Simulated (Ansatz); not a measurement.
Cost and result for the atomization energy of `[F][Sn]([Cl])[I]` radical (4 atoms, 3 bonds).

Total charge 0; spin multiplicity 2. Correlated methods include outer-core shells of I, Sn, which these sets cover unevenly. Sn, I: def2 effective core potential. The geometry is a stationary point of PBE0-D4/def2-TZVP. Program: Ansatz. All runs use 4 threads of an AMD EPYC 9R45 on a shared host. Times are those of one run each, without the atoms' runs, and a repeat can differ threefold. Electronic energies, without spin–orbit coupling; frozen cores. CCSD(T)/CBS adds CCSD(T) − MP2 in def2-TZVPP to the MP2 limit, and its time is that of the two runs behind it. T1 = 0.015; ⟨S²⟩ of the reference is 0.77. With those shells the extrapolation isn't a true limit. HSE06 is the plane-wave form, built on full-range PBE exchange.

CCSD(T)/CBS is a level of theory with its own doubt, some kJ/mol a heavy atom from the limit and from the frozen cores, so smaller differences don't rank the functionals.

```csv
level,functions,wall time,atomization (kcal/mol),difference from CCSD(T)/CBS,per bond
revPBE-D4/def2-TZVPP,173,1.1 s,237.7,-3.2,-1.1
PBE-D4/def2-TZVPP (with forces),173,1.2 s,249.0,8.1,2.7
PBE0-D4/def2-TZVPP,173,1.3 s,236.2,-4.7,-1.6
HSE06-D4/def2-TZVPP,173,1.4 s,236.5,-4.4,-1.5
BHLYP-D4/def2-TZVPP,173,1.4 s,219.6,-21.3,-7.1
CAM-B3LYP-D4/def2-TZVPP,173,1.6 s,232.2,-8.7,-2.9
r2SCAN-D4/def2-TZVPP (with forces),173,2.4 s,242.2,1.3,0.4
ωB97X-V/def2-TZVPP,173,3 s,237.5,-3.4,-1.1
ωB97M-V/def2-TZVPP (with forces),173,4.1 s,233.3,-7.6,-2.5
MP2/def2-QZVPP,291,4.1 s,247.0,6.1,2.0
CCSD(T)/def2-SVP,84,4.4 s,204.5,-36.4,-12.1
CCSD(T)/def2-TZVPP,173,91 s,224.2,-16.7,-5.6
CCSD(T)/CBS(def2),–,95 s,240.9,0.0,0.0
```

The D4 term adds +5.7 kcal/mol with B3LYP and +3.0 kcal/mol with PBE0; it sums over pairs of atoms, weighted by their polarisabilities, and B3LYP, whose exchange is more repulsive, gets the larger term. From PBE to PBE0 (25 % exact exchange), in def2-TZVPP and without D4, the atomization energy moves by −12.3 kcal/mol: exact exchange takes away binding that semilocal exchange gives to molecules. In def2-TZVPP, CCSD(T) changes the Hartree–Fock value by +73.0 kcal/mol (the triples alone add +8.7 kcal/mol) and MP2 by +85.5 kcal/mol; breaking electron pairs costs correlation energy, which Hartree–Fock lacks.

B3LYP here is the variant with VWN-RPA as its local correlation; programs differ in this.

Spin–orbit coupling would lower the free I, Sn atoms strongly, and the atomization energy with them, by more than many differences here. For some Ge, Se and Sn compounds the MP2-based and the directly extrapolated limit differ by 10 to 25 kJ/mol.
